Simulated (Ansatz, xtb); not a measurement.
## Two isomers of C4H7BrF2

Structure a is `CCC(F)(F)CBr`, a singlet and structure b is `CC[C@H](Br)C(F)F`, a singlet. Both are isolated molecules in the gas phase, relaxed with r2SCAN-D4/def2-SVP; each stands in its lowest conformer found.

Estimate which is lower in electronic energy at CCSD(T)/def2-SVP + ΔMP2/def2-TZVPP, and by roughly how much.

The CCSD(T)/def2-SVP + ΔMP2/def2-TZVPP calculation puts structure a lower, by 3.5 kcal/mol.

The same difference at several levels:

| level | geometry | E(b) − E(a) (kcal/mol) | departure from the last row (kcal/mol) | job, with rough time for the two |
| --- | --- | --- | --- | --- |
| GFN2-xTB | GFN2-xTB | +2.2 | −1.3 | optimisation, 0.12 s |
| HF/STO-3G | GFN2-xTB | +4.0 | +0.4 | single point, 0.4 s |
| r2SCAN-D4/def2-SVP//GFN2-xTB | GFN2-xTB | +3.8 | +0.3 | single point, 3.6 s |
| r2SCAN-D4/def2-SVP | r2SCAN-D4/def2-SVP | +3.9 | +0.4 | optimisation, 34 s |
| HF/def2-SVP | r2SCAN-D4/def2-SVP | +3.2 | −0.3 | part of the CCSD(T) run |
| MP2/def2-SVP | r2SCAN-D4/def2-SVP | +2.9 | −0.6 | part of the CCSD(T) run |
| CCSD(T)/def2-SVP | r2SCAN-D4/def2-SVP | +3.2 | −0.3 | single point |
| CCSD(T)/def2-SVP + ΔMP2/def2-TZVPP | r2SCAN-D4/def2-SVP | +3.5 |  | single point, 1.8 min |

As drawn, both hold the same kinds of bond in the same numbers.

The levels shown agree on the order. The largest departure from CCSD(T)/def2-SVP + ΔMP2/def2-TZVPP is that of GFN2-xTB, 1.3 kcal/mol. The last row adds to CCSD(T) the change of the MP2 difference between the two basis sets, here +0.3 kcal/mol.

With thermal terms from frequencies at re-optimised GFN2-xTB minima (ideal gas, soft modes damped towards free rotors, one conformer each, 298.15 K, 1 atm): on the last row, ΔE + ΔZPE = +3.8, ΔH = +3.9, ΔG = +3.6 kcal/mol.

The correlated steps freeze 15 core orbitals; the filled d shell of Br is correlated, in a basis made for valence electrons. Mirror images aren't counted in ΔG. Codes used: Ansatz 0.2.0, xtb 6.7.1; the last row on 4 threads of Arm Neoverse V2 on a shared host.
